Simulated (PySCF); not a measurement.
Numbering as in the mapped SMILES `[SiH3:1][O:2][c:3]1[cH:4][n:5][s:6][n:7]1` (H(Xn): hydrogen on atom n).

Geometry: PBE0-D3(BJ)/def2-SVP; GIAO shifts from PySCF 2.14, gas phase, non-relativistic, averaged over equivalent atoms.

At PBE0/6-31G* (114 basis functions, 13 s wall time on 1 thread of an Arm Neoverse V1, shared host):
| atoms | δ (ppm) |
| --- | --- |
| Si1 | -0.7 |
| O2 | 81.1 |
| C3 | 152.6 |
| C4 | 132.4 |
| N5 | 364.0 |
| N7 | 287.8 |
| S6 | 472.8 |
| H(C4) | 7.66 |
| H(Si1) | 5.43 |

Scale: $^{29}$Si (σref 418.09), $^{13}$C (σref 194.14), $^{1}$H (σref 31.96) vs TMS; H2O for $^{17}$O (σref 324.18); $^{15}$N (σref 259.38) against NH3; CS2 for $^{33}$S (σref 545.91) (reference shieldings calculated alike).

Task: Predict the values at wB97X-D/pcSseg-1 on the same geometry.

Result: 
```
 atoms  δ at wB97X-D/pcSseg-1  change
   Si1                  -27.4   -26.7
    O2                  100.1   +19.0
    C3                  170.3   +17.7
    C4                  146.3   +13.9
    N5                  418.4   +54.4
    N7                  329.8   +42.0
    S6                  510.6   +37.8
 H(C4)                   8.00   +0.34
H(Si1)                   5.05   -0.38
```

Scale: TMS for $^{29}$Si (352.93 ppm) and $^{13}$C (184.54 ppm) and $^{1}$H (31.38 ppm); H2O for $^{17}$O (333.19 ppm); $^{15}$N (263.98 ppm) vs NH3; $^{33}$S (493.71 ppm) against CS2 (reference shieldings calculated alike).

The largest change is at N5 (pyridine-type nitrogen of an azole). Cost: 153 basis functions, 20 s wall time on 1 thread of an Arm Neoverse V1, shared host.

Experimental scales use liquid or dissolved standards, which lie at an offset from isolated NH3 (liquid NH3: subtract about 20 ppm) and H2O (liquid H2O: subtract about 36 ppm). Unscaled 15N shifts of sp2 nitrogen come out 20 to 40 ppm too high even then.
